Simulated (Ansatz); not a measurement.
A search over several starts for the lowest SCF solution of the cluster Li5Te3 at the given spin, in a small basis.

```yaml
crystal:
  periodic: [false, false, false]
  atoms:
    - {symbol: Li, position_ang: [0.552330, -1.292449, 2.130896]}
    - {symbol: Li, position_ang: [2.188597, -0.367587, -0.049184]}
    - {symbol: Li, position_ang: [-0.048496, 1.925802, 0.403387]}
    - {symbol: Li, position_ang: [-0.504365, -0.413151, -2.487652]}
    - {symbol: Li, position_ang: [-2.191507, -0.485351, -0.132949]}
    - {symbol: Te, position_ang: [0.044064, -1.988964, -0.400278]}
    - {symbol: Te, position_ang: [1.730016, 0.995708, 2.091267]}
    - {symbol: Te, position_ang: [-1.770649, 1.625982, -1.555488]}
basis:
  gaussian: {orbitals: def2-SVP, initial_orbitals: start.molden}
magnetization: {spin_polarized: true, initial_magnetization: 1}
hamiltonian: {xc: pbe, dispersion: d4}
output: {orbitals: {seedname: orbitals}}
```

The file start.molden holds the orbitals of an earlier run on this structure, at another level or in another basis.

```sh
$ ansatz run in.yaml --threads 4 --pin off --events-out ev --progress --plain --max-ram 4787MiB
```

It prints (some lines left out):

```
Functional definition: PBE
1640 factors; their error is unknown
mean field evaluation 1: about -22893.6205 eV, gradient 4.9e1 eV
mean field evaluation 2: about -22902.9818 eV, gradient 1.2e1 eV
mean field evaluation 4: about -22906.9304 eV, gradient 5.5e0 eV
mean field evaluation 8: about -22907.4415 eV, gradient 1.3e-1 eV
mean field evaluation 16: about -22903.3307 eV, gradient 2.2e1 eV
mean field evaluation 32: about -22907.4432 eV, gradient 4.1e-3 eV
mean field evaluation 64: about -22906.6377 eV, gradient 2.1e0 eV
mean field -22907.44317299 eV, -841.8330093846 hartree, gradient 1.3e-5 eV, S^2 0.751681; 11 other end points of the search recorded, 0 dependent functions left out
reference -22907.44325085 eV, -841.8330122460 hartree; 44, 43 occupied and 79, 80 virtual orbitals, 1640 factors
Total energy: -22907.74833729 eV, -841.8442239658 hartree
```

Hardware: 4 threads of Arm Neoverse V1 on a shared host. Wall time 26 s.

In the def2 sets Te takes a core potential; there is no spin–orbit coupling. Another isomer (doublet) lies 0.65 eV lower at PBE0-D4/def2-TZVP; other spin states weren't run for this one.
